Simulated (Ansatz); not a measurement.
Ansatz (a program for electronic structure) input for BrFH2O2Si, SMILES O[Si](O)(F)Br, PBE0/def2-SVPD. Geometry: r2SCAN-D4/def2-SVP. The geometry has at least one imaginary mode, so it is a saddle point at that level. This is a generated structure with no PubChem entry under its InChIKey; it may be hypothetical. The values are those of a single conformer.

Ansatz 0.2 input:
```yaml
crystal:
  periodic: [false, false, false]
  atoms:
    - {symbol: O, position_ang: [-0.17382334, 2.03636190, 0.22346456]}
    - {symbol: Si, position_ang: [-0.56198529, 0.45803356, 0.36851303]}
    - {symbol: O, position_ang: [-2.06455839, 0.23802856, -0.24987782]}
    - {symbol: F, position_ang: [-0.54546756, -0.00210517, 1.91499874]}
    - {symbol: Br, position_ang: [0.97298016, -0.75987906, -0.63160381]}
    - {symbol: H, position_ang: [-0.91408303, 2.64972092, 0.13633982]}
    - {symbol: H, position_ang: [-2.45616698, -0.64260058, -0.21307160]}
basis:
  gaussian:
    orbitals: def2-SVPD
hamiltonian:
  xc: {name: PBE0}
```

It prints:

```
WARN ansatz: RAYON_NUM_THREADS=1 ignored (pool sized by the plan → 1); use --threads N
Functional definition: PBE0
integrals: 0.10 GiB planned
1405 factors; their error is unknown
mean field: 0.83 GiB planned
mean field evaluation 1: about -84730.6654 eV, gradient 7.1e1 eV
mean field evaluation 2: about -84718.2103 eV, gradient 1.1e2 eV
mean field evaluation 4: about -84739.0233 eV, gradient 4.5e0 eV
mean field evaluation 8: about -84739.0525 eV, gradient 3.3e-2 eV
mean field evaluation 16: about -84739.3030 eV, gradient 2.7e-5 eV
mean field -84739.30302606 eV, -3114.1119478453 hartree, gradient 2.7e-5 eV, S^2 0.000000; 0 other end points of the search recorded, 0 dependent functions left out
reference -84739.30306746 eV, -3114.1119493666 hartree; 38, 38 occupied and 112, 112 virtual orbitals, 1405 factors
Total energy: -84739.30306746 eV, -3114.1119493666 hartree
```

The run converged.
